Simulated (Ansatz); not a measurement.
```yaml
crystal:
  periodic: [false, false, false]
  atoms:
    - {symbol: F, position_ang: [1.428399, -1.812820, -0.678061]}
    - {symbol: B, position_ang: [1.029460, -0.796839, 0.055983]}
    - {symbol: C, position_ang: [-0.175543, 0.061438, -0.405154]}
    - {symbol: F, position_ang: [-0.714862, -0.240508, -1.623095]}
    - {symbol: C, position_ang: [-1.020717, 0.830001, 0.476971]}
    - {symbol: N, position_ang: [-0.177493, 1.545206, -0.098229]}
    - {symbol: H, position_ang: [1.598196, -0.553054, 1.079506]}
    - {symbol: H, position_ang: [-1.875339, 0.909377, 1.136080]}
basis:
  gaussian: {orbitals: def2-TZVPD}
hamiltonian: {xc: {name: PBEsol}, dispersion: d4}
accuracy: high
```

```sh
$ ansatz run in.yaml --threads 2 --pin off --events-out ev --progress --plain --max-ram 4352MiB
```

It prints (some lines left out):

```
Functional definition: PBEsol
3978 factors; integrals over basis functions are off by at most 3.8e-9 eV
mean field evaluation 1: about -9659.7040 eV, gradient 5.3e1 eV
mean field evaluation 2: about -9651.2004 eV, gradient 8.0e1 eV
mean field evaluation 4: about -9665.3698 eV, gradient 7.9e0 eV
mean field evaluation 8: about -9665.4937 eV, gradient 3.3e-1 eV
mean field evaluation 16: about -9665.4939 eV, gradient 5.3e-5 eV
mean field -9665.49389387 eV, -355.2003490926 hartree, gradient 6.2e-8 eV, S^2 0.000000; 0 other end points of the search recorded, 0 dependent functions left out
reference -9665.49389890 eV, -355.2003492774 hartree; 22, 22 occupied and 224, 224 virtual orbitals, 3978 factors
Total energy: -9665.54026940 eV, -355.2020533621 hartree
```

Hardware: 2 threads of an Intel Xeon 6975P-C on a shared host. Wall time 15 s, peak host memory 1.6 GiB.
